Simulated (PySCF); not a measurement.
Dipole response of Tc⁺ (technetium, charge +1)

[Kr] 4d6, high-spin 5D determinant (an excited configuration). Calculation: PySCF 2.14, in x2c-TZVPPall with one added diffuse shell each of s, p, d, f type (9s7p7d3f1g, 95 functions); scalar relativity by spin-free X2C-1e. Coupled (time-dependent) response in atomic units; α is the mean over directions.

```csv
method,mean α (bohr³),"α xx, yy, zz",C₆ (like pair),S(−4)
CAM-B3LYP,18.15,"19.01, 19.01, 16.44",115.7,199.4
```

S(−4) is the Cauchy moment in α(ω) = α(0) + S(−4) ω² + …

Spin-orbit coupling is absent.

α(iu) at CAM-B3LYP:

| u (hartree) | α(iu) (bohr³) |
| --- | --- |
| 0 | 18.15 |
| 0.0500 | 17.68 |
| 0.100 | 16.53 |
| 0.200 | 13.76 |
| 0.300 | 11.43 |
| 0.500 | 8.276 |
| 0.750 | 5.945 |
| 1.00 | 4.514 |
| 1.50 | 2.880 |
| 2.00 | 1.991 |
| 3.00 | 1.100 |
| 5.00 | 0.4737 |

A single London oscillator, α(iu) = α/(1 + u²/ω²), gives C₆ = (3/4) ω α². Matching the computed C₆ needs ω = 4 × 115.7 / (3 × 18.15²) = 0.468 hartree.

For an ion, C₆ is the dispersion term alone; charge-induced terms of lower order in 1/R come first.

The components differ because the open shell of this determinant is not spherical; for a pure term their mean is the scalar polarisability.
